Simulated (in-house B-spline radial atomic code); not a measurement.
Ionisation energies with and without relativity, with size and susceptibility from the Dirac run. Dirac energy differences include first-order Breit, QED and recoil terms. NIST's values go from ground level to ground level; the uncertainty of those that are theory runs from under 0.1 % in few-electron ions to several per cent in heavy many-electron ones. Computed with an all-electron radial atomic-structure program (B-spline basis): non-relativistic Hartree-Fock and Dirac-Hartree-Fock, averages of the configuration (point nuclei without relativity, finite nuclei with it).

```json
{"ion": "Li+", "configuration": "1s2", "configuration after": "1s1", "ionisation non-relativistic (eV)": "74.46", "ionisation Dirac Breit and QED (eV)": "74.45", "tabulated value (eV)": "75.6401", "radius at density 0.001 (bohr)": "1.823", "diamagnetic susceptibility (10⁻⁶ cm³/mol)": "-0.70522"}
{"ion": "Be+", "configuration": "[He] 2s1", "configuration after": "1s2", "ionisation non-relativistic (eV)": "18.13", "ionisation Dirac Breit and QED (eV)": "18.13", "tabulated value (eV)": "18.21115", "radius at density 0.001 (bohr)": "3.455", "diamagnetic susceptibility (10⁻⁶ cm³/mol)": "-5.1893"}
{"ion": "B+", "configuration": "[He] 2s2", "configuration after": "[He] 2s1", "ionisation non-relativistic (eV)": "23.44", "ionisation Dirac Breit and QED (eV)": "23.45", "tabulated value (eV)": "25.15483", "radius at density 0.001 (bohr)": "3.351", "diamagnetic susceptibility (10⁻⁶ cm³/mol)": "-6.282"}
{"ion": "C+", "configuration": "[He] 2s2 2p1", "configuration after": "[He] 2s2", "ionisation non-relativistic (eV)": "24.05", "ionisation Dirac Breit and QED (eV)": "24.04", "tabulated value (eV)": "24.38314", "radius at density 0.001 (bohr)": "3.163", "diamagnetic susceptibility (10⁻⁶ cm³/mol)": "-6.3784"}
{"ion": "N+", "configuration": "[He] 2s2 2p2", "configuration after": "[He] 2s2 2p1", "ionisation non-relativistic (eV)": "?", "ionisation Dirac Breit and QED (eV)": "?", "tabulated value (eV)": "?", "radius at density 0.001 (bohr)": "?", "diamagnetic susceptibility (10⁻⁶ cm³/mol)": "?"}
{"ion": "O+", "configuration": "[He] 2s2 2p3", "configuration after": "[He] 2s2 2p2", "ionisation non-relativistic (eV)": "?", "ionisation Dirac Breit and QED (eV)": "?", "tabulated value (eV)": "?", "radius at density 0.001 (bohr)": "?", "diamagnetic susceptibility (10⁻⁶ cm³/mol)": "?"}
{"ion": "F+", "configuration": "[He] 2s2 2p4", "configuration after": "[He] 2s2 2p3", "ionisation non-relativistic (eV)": "36.56", "ionisation Dirac Breit and QED (eV)": "36.55", "tabulated value (eV)": "34.97081", "radius at density 0.001 (bohr)": "2.698", "diamagnetic susceptibility (10⁻⁶ cm³/mol)": "-5.6347"}
{"ion": "Ne+", "configuration": "[He] 2s2 2p5", "configuration after": "[He] 2s2 2p4", "ionisation non-relativistic (eV)": "41.05", "ionisation Dirac Breit and QED (eV)": "41.02", "tabulated value (eV)": "40.96297", "radius at density 0.001 (bohr)": "2.578", "diamagnetic susceptibility (10⁻⁶ cm³/mol)": "-5.346"}
```

(1) Fill in the row of N+.

(2) Fill in the row of O+.

Answers

(1) ionisation non-relativistic (eV): 28.07; ionisation Dirac Breit and QED (eV): 28.07; tabulated value (eV): 29.60125; radius at density 0.001 (bohr): 2.988; diamagnetic susceptibility (10⁻⁶ cm³/mol): -6.1989.

(2) ionisation non-relativistic (eV): 32.24; ionisation Dirac Breit and QED (eV): 32.23; tabulated value (eV): 35.12112; radius at density 0.001 (bohr): 2.834; diamagnetic susceptibility (10⁻⁶ cm³/mol): -5.9281.
